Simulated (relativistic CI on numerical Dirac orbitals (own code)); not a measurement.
# Sensitivity of the levels of Pd⁶⁺ to α and to the nuclear radius

These numbers are calculated, not measured: Dirac-Coulomb-Breit CI, orbitals from a KLI potential per configuration, derivatives by finite differences, unscaled Slater integrals, QED left out (own radial code, finite nucleus).

Configurations in the expansion (outside the closed core [Ar] 3d10): 4s2 4p6 4d4, 4s2 4p6 4d3 5s, 4s2 4p6 4d3 4f, 4s2 4p5 4d5, 4s2 4p6 4d3 5d, 4s2 4p6 4d2 5s2, 4s 4p6 4d5, 4s2 4p6 4d2 5p2. Levels of other configurations are missing.

With x = (α/α₀)² − 1 an excitation energy changes as ω = ω₀ + qx; K = 2q/ω₀ is the relative enhancement. Terms are leading LS components, so labels can repeat. The field-shift factor is F = δν/δ⟨r²⟩ for the transition from the lowest level.

Lowest level 4s2 4p6 4d4 5D_0.

```tsv
Level	ω₀ (cm⁻¹)	q (cm⁻¹)	F (GHz/fm²)
4s2 4p6 4d4 5D_1	861.5	1325	0.0134
4s2 4p6 4d4 5D_2	2230.4	2982	0.031
4s2 4p6 4d4 5D_3	3878.0	4586	0.0496
4s2 4p6 4d4 5D_4	5694.7	6051	0.0687
4s2 4p6 4d4 3P_0	22827.7	-1572	0.102
4s2 4p6 4d4 3H_4	24476.1	522.5	0.109
4s2 4p6 4d4 3H_5	26574.7	3446	0.15
4s2 4p6 4d4 3P_1	26949.0	2709	0.174
4s2 4p6 4d4 3F_3	27926.9	1908	0.102
4s2 4p6 4d4 3H_6	28147.0	4905	0.175
4s2 4p6 4d4 3F_2	28661.9	2952	0.136
4s2 4p6 4d4 3F_4	29487.6	4844	0.145
4s2 4p6 4d4 3P_2	31986.5	6299	0.206
```

At this charge configurations can still be misplaced by up to about 7 % of their energy. Terms inside the open d or f shell come out 10 to 20 % too wide with unscaled integrals.

Question: Which transition from the lowest level has the largest |K|?

Answer: 4s2 4p6 4d4 5D_1 at 861.5 cm⁻¹, K = 3.08.
